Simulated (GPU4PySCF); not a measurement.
C13H10N2, SMILES c1n(-c2ccccc2)c2c(cccc2)n1.

Geometry: r2SCAN-D4/def2-TZVP. Other conformers were not sampled.

All values below come from GPU4PySCF with r2SCAN-D4/def2-TZVP.

Frequencies are harmonic and unscaled.

```
mode  ν (cm⁻¹)  IR (km/mol)  moving atoms (share of kinetic energy)
----  --------  -----------  --------------------------------------
1           57          0.8                   C 75 %, H 17 %, N 8 %
2           72          0.2                  C 69 %, N 16 %, H 15 %
3           93          0.0                   C 76 %, H 15 %, N 9 %
4          220          1.7                   C 77 %, H 14 %, N 9 %
5          230          2.2                          C 77 %, H 16 %
6          257          0.9                  C 73 %, N 14 %, H 13 %
7          326          1.4                   C 72 %, N 19 %, H 9 %
8          383          1.0                  C 61 %, N 28 %, H 11 %
9          419          0.9                          C 73 %, H 27 %
10         434          6.9                          C 71 %, H 28 %
11         479          3.6                  C 66 %, H 17 %, N 17 %
12         531         12.2                  C 71 %, H 16 %, N 14 %
13         587          7.0                  C 74 %, H 14 %, N 12 %
14         595          1.3                  C 70 %, H 16 %, N 14 %
15         626          1.5                   C 80 %, H 11 %, N 9 %
16         631          3.0                          C 80 %, N 13 %
17         646          0.3                  C 43 %, N 38 %, H 19 %
18         715         29.3                          C 60 %, H 38 %
19         719         16.0                          C 77 %, H 15 %
20         753         65.7                          H 72 %, C 27 %
21         772         39.6                          C 50 %, H 47 %
22         785          2.2                          C 71 %, H 23 %
23         804         18.2                  C 74 %, H 15 %, N 11 %
24         848          0.7                          H 76 %, C 23 %
25         849          4.5                          H 74 %, C 25 %
26         869          4.5                          H 62 %, C 36 %
27         897          7.2                  C 51 %, N 38 %, H 11 %
28         921          3.8                          H 68 %, C 31 %
29         935          1.4                          H 72 %, C 28 %
30         964          0.3                          H 79 %, C 21 %
31         968          0.5                          H 74 %, C 26 %
32         986          0.4                          H 80 %, C 20 %
33         993          9.9                          C 61 %, N 32 %
34        1019          0.1                           C 91 %, H 9 %
35        1031         10.6                          C 56 %, H 44 %
36        1051          1.0                          C 53 %, H 45 %
37        1102          7.0                          H 62 %, C 37 %
38        1127          2.1                          H 50 %, C 46 %
39        1160         12.8                          H 58 %, C 38 %
40        1177          2.4                          H 74 %, C 22 %
41        1184          0.1                                  H 92 %
42        1198          4.8                          H 86 %, C 13 %
43        1220         50.7                  C 46 %, H 27 %, N 27 %
44        1251         46.8                  C 50 %, H 39 %, N 11 %
45        1303         39.9                  C 39 %, H 38 %, N 23 %
46        1317         28.9                   H 55 %, C 36 %, N 9 %
47        1349          6.2                          H 57 %, C 36 %
48        1369          1.0                          C 86 %, H 14 %
49        1394         13.7                  C 48 %, N 41 %, H 11 %
50        1411         18.5                   C 73 %, H 19 %, N 8 %
51        1475         73.4                          C 62 %, H 30 %
52        1486         19.5                          C 60 %, H 38 %
53        1511          2.5                          C 68 %, H 29 %
54        1520         87.3                  C 60 %, N 27 %, H 12 %
55        1529        134.1                          C 60 %, H 34 %
56        1615          2.6                           C 91 %, H 8 %
57        1626          6.3                           C 91 %, H 8 %
58        1636         65.8                          C 90 %, H 10 %
59        1650          3.7                                  C 92 %
60        3167          0.3                                  H 92 %
61        3168          2.8                                  H 92 %
62        3176          4.0                           H 92 %, C 8 %
63        3180         12.2                           H 92 %, C 8 %
64        3186         16.6                           H 92 %, C 8 %
65        3191         12.6                           H 91 %, C 9 %
66        3194          4.7                           H 91 %, C 9 %
67        3197         17.1                           H 91 %, C 9 %
68        3199          4.6                           H 91 %, C 9 %
69        3230          0.0                           H 91 %, C 9 %
```
